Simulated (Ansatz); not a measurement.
Reaction (isomerisation): `C[B](F)[SnH3]` → `FC[BH][SnH3]`

Program: Ansatz. Geometries: PBE0-D4/def2-TZVP. ΔE: electronic, gas phase. CCSD(T)/CBS adds triple-zeta CCSD(T) − MP2 to the extrapolated MP2 energy (def2 sets, frozen cores). Functionals use def2-TZVPP. def2 core potentials past Kr. For Sn outer-core shells are correlated without core-valence functions, which leaves a few kJ/mol of doubt a bond. One conformer a species, not always the lowest.

`C[B](F)[SnH3]`:

Cartesian coordinates in Å:
```
C 0.220 -0.490 1.606
B -0.662 0.111 0.474
F -1.908 0.476 0.741
Sn 0.068 0.408 -1.668
H 0.553 -1.495 1.321
H 1.138 0.097 1.718
H -0.290 -0.545 2.570
H -1.109 1.108 -2.688
H 1.453 1.413 -1.708
H 0.536 -1.083 -2.366
```

`FC[BH][SnH3]`:

```xyz
10

F     0.815   -1.883   -0.056
C     0.176   -1.271    1.014
B    -0.338    0.162    0.759
Sn   -0.053    1.169   -1.232
H    -0.664   -1.914    1.324
H     0.869   -1.267    1.870
H    -0.890    0.694    1.677
H    -0.829    0.284   -2.470
H     1.605    1.271   -1.629
H    -0.690    2.756   -1.257
```

| species | PBE energy (Eh) |
| --- | --- |
| `C[B](F)[SnH3]` | -380.59832 |
| `FC[BH][SnH3]` | -380.50832 |

(1) Work out ΔE.

Largest T1 diagnostic among the species: 0.014.

Results:

(1) ΔE = (-380.50832) − (-380.59832) = 0.09000 Eh = +2.45 eV. CCSD(T)/CBS gives +2.50 eV.

In def2-TZVPP, CCSD(T) changes the Hartree–Fock value by +0.08 eV (the triples alone add +0.01 eV) and MP2 by +0.17 eV.
